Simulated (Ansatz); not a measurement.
Mulliken charges of C₂H₄OZn, SMILES `O=C[CH2][ZnH]` from B3LYP/def2-TZVPP in Ansatz (PBE0-D4/def2-TZVP geometry).

| atom | x (Å) | y (Å) | z (Å) | charge (e) |
| --- | --- | --- | --- | --- |
| O1 | -0.383 | 0.875 | -1.875 | -0.307 |
| C2 | -0.184 | 0.983 | -0.688 | 0.075 |
| C3 | 0.646 | 0.083 | 0.123 | -0.209 |
| Zn4 | -0.478 | -1.413 | 0.744 | 0.297 |
| H5 | -0.677 | 1.805 | -0.119 | 0.052 |
| H6 | 1.437 | -0.376 | -0.476 | 0.113 |
| H7 | 1.057 | 0.583 | 1.004 | 0.097 |
| H8 | -1.326 | -2.598 | 1.232 | -0.118 |

Problem. By hand: the dipole of these point charges (1 e Å = 4.8032 D).

Solution. Σ q r = (0.213, -0.217, 0.611) e Å, of length 0.682 e Å = 3.28 D.

Problem. How does the dipole of the full density compare? (Estimate.)

Solution. The calculation gave: (0.192, -0.143, 0.637) e Å, 3.27 D; the point charges give 1.00 times that, at 7° from its direction.

Point charges leave out the atoms' own dipoles, such as those of lone pairs, and Mulliken's split depends on the basis, so the close match here is no proof of good charges.

B3LYP here is the variant with VWN-RPA as its local correlation; programs differ in this.
